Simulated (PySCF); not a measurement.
Peak assignment

Mapped SMILES: `[CH3:1][O:2][C@@H:3]1[CH2:4][C@H:5]([F:6])[C:7]2([CH2:8][CH2:9][CH2:10][CH2:11]2)[CH2:12]1`. Each H is labelled by its parent atom. Ha(C4), Ha(C12) are cis to O2 on the ring; Ha(C8), Ha(C9), Ha(C10), Ha(C11) are pro-R; Hb(C8), Hb(C9), Hb(C10), Hb(C11) are pro-S; Hb(C4), Hb(C12) are trans to O2 on the ring.

[PySCF: couplings computed with B3LYP/pcJ-1 (spin–dipole term only in couplings to heteroatoms); NMR shieldings at PBE/pcSseg-1/GIAO; PBE0-D3(BJ)/def2-SVP structure; rapidly exchanging positions averaged; single conformer; no solvent; non-relativistic]

Chemical shifts δ = σref − σ; ¹³C, ¹H vs TMS, all at this level.

Question: Assign these signals to the numbered atoms. ¹³C{¹H} NMR (computed): δ 99.9 (d, J = 246.6 Hz), 81.5 (d, J = 6.8 Hz), 57.9, 55.5 (d, J = 16.3 Hz), 44.9 (d, J = 1.7 Hz), 41.2 (d, J = 15.3 Hz), 40.3, 28.7 (d, J = 5.4 Hz), 27.9, 24.8.

Answer: 
| δ (ppm) | atoms | environment | reason |
| --- | --- | --- | --- |
| 99.9 | C5 | sp3 CH bonded to F | the inductive effect lowers its shielding |
| 81.5 | C3 | sp3 CH bonded to O | the inductive effect lowers its shielding |
| 57.9 | C1 | methyl carbon bonded to O | deshielded by the electronegative neighbour |
| 55.5 | C7 | quaternary sp3 carbon in a ring | – |
| 44.9 | C12 | sp3 CH2 in a ring | aliphatic region, no heteroatom directly attached |
| 41.2 | C4 | sp3 CH2 in a ring | – |
| 40.3 | C8 | sp3 CH2 in a ring | – |
| 28.7 | C11 | sp3 CH2 in a ring | – |
| 27.9 | C9 | sp3 CH2 in a ring | – |
| 24.8 | C10 | sp3 CH2 in a ring | – |

C4 and C8; C11 and C9 lie closer than the usual error of such a calculation, so a measured spectrum could show them in the other order.

Question: Assign these signals to the numbered atoms. ¹H NMR (400 MHz, computed): δ 4.70 (ddd, J = 63.5, 11.0, 9.1 Hz, 1H), 3.48 (m, 1H), 3.22 (s, 3H), 2.26 (m, 1H), 1.86 (m, 1H), 1.83 (ddd, J = 15.1, 4.7, 1.8 Hz, 1H), 1.78 (m, 1H), 1.77 (m, 1H), 1.73 (m, 1H), 1.70 (m, 1H), 1.70 (m, 1H), 1.67 (m, 1H), 1.60 (m, 1H), 1.28 (ddd, J = 15.1, 8.9, 1.9 Hz, 1H), 1.01 (m, 1H).

Answer: 
| δ (ppm) | atoms | environment | reason |
| --- | --- | --- | --- |
| 4.70 | H(C5) | hydrogen on an sp3 CH bonded to F | its carbon carries F, an electronegative neighbour |
| 3.48 | H(C3) | hydrogen on an sp3 CH bonded to O | its carbon carries O, which withdraws density |
| 3.22 | H(C1) | hydrogen on a methyl carbon bonded to O | its carbon carries O, which withdraws density |
| 2.26 | Hb(C4) | hydrogen on an sp3 CH2 in a ring | – |
| 1.86 | Ha(C11) | hydrogen on an sp3 CH2 in a ring | far from electronegative atoms and π systems |
| 1.83 | Ha(C12) | hydrogen on an sp3 CH2 in a ring | – |
| 1.78 | Ha(C10) | hydrogen on an sp3 CH2 in a ring | far from electronegative atoms and π systems |
| 1.77 | Ha(C4) | hydrogen on an sp3 CH2 in a ring | – |
| 1.73 | Ha(C8) | hydrogen on an sp3 CH2 in a ring | far from electronegative atoms and π systems |
| 1.70 | Hb(C10) | hydrogen on an sp3 CH2 in a ring | – |
| 1.70 | Hb(C11) | hydrogen on an sp3 CH2 in a ring | – |
| 1.67 | Ha(C9) | hydrogen on an sp3 CH2 in a ring | – |
| 1.60 | Hb(C9) | hydrogen on an sp3 CH2 in a ring | – |
| 1.28 | Hb(C12) | hydrogen on an sp3 CH2 in a ring | – |
| 1.01 | Hb(C8) | hydrogen on an sp3 CH2 in a ring | far from electronegative atoms and π systems |

Ha(C11) and Ha(C12); Ha(C12) and Ha(C10); Ha(C10) and Ha(C4); Ha(C4) and Ha(C8); Ha(C8) and Hb(C10); Hb(C10) and Hb(C11); Hb(C11) and Ha(C9); Ha(C9) and Hb(C9) lie closer than the usual error of such a calculation, so a measured spectrum could show them in the other order.

C–F couplings over four or more bonds (about 3 Hz to the para carbon of a fluoroarene) are left out. Common functionals overestimate the size of one-bond C–F couplings by tens of Hz; these are unscaled. Splittings below 1 Hz are ignored in the labels, and close J values are merged. Unscaled 3J(H,H) at this level run about 10 % above measured values. Shifts are as computed. Against solution values, carbons near 30 ppm lie about +2 ppm off and those near 130 ppm about +2 ppm. Of 1309 compounds with measured shifts, 239 miss one by over three times the rms of a fit or turn the order of signals round; such compounds aren't used in these exercises.
